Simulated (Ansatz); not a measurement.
C$_{2}$H$_{7}$BSSi. The species carries charge 0 and has multiplicity 1. The bonds changed during the relaxation, so this is another structure than the one it started from. The geometry is a stationary point of PBE0-D4/def2-TZVP. It is one conformer, not always the lowest.

```xyz
12

B     0.415    0.010   -1.616
Si   -1.355   -0.663   -1.102
S    -0.441    1.214   -0.269
C     0.045    0.663    1.338
C     1.167    0.020    1.620
H     1.417   -0.512   -1.235
H     0.416    0.636   -2.638
H    -2.623   -0.293   -1.781
H    -1.643   -1.513    0.079
H    -0.666    0.944    2.107
H     1.875   -0.263    0.851
H     1.395   -0.243    2.646
```

(1) What is the dipole moment at B3LYP/def2-TZVPP? (Estimate.)

(2) And with PBE, r2SCAN, ωB97M-V? (An estimate is asked.)

(3) Give the Mulliken charges with B3LYP, ωB97M-V, PBE in def2-TZVPP. (Estimate.)

Answers

(1) The calculation gave: 2.17 D, with components (-0.76, -0.49, 1.97) D in this frame, pointing from negative to positive charge.

(2) Computed: PBE 2.16 D, r2SCAN 2.20 D, ωB97M-V 2.22 D.

(3) Ansatz gave: 
```tsv
atom	B3LYP	ωB97M-V	PBE
B1	-0.14	-0.33	-0.17
Si2	0.14	0.08	0.10
S3	-0.04	0.02	0.00
C4	-0.08	-0.11	-0.06
C5	-0.20	-0.18	-0.18
H6	0.03	0.08	0.03
H7	0.03	0.10	0.03
H8	-0.06	-0.01	-0.04
H9	-0.05	0.00	-0.03
H10	0.12	0.12	0.11
H11	0.12	0.12	0.10
H12	0.12	0.12	0.11
```

B3LYP here is the variant with VWN-RPA as its local correlation; programs differ in this.
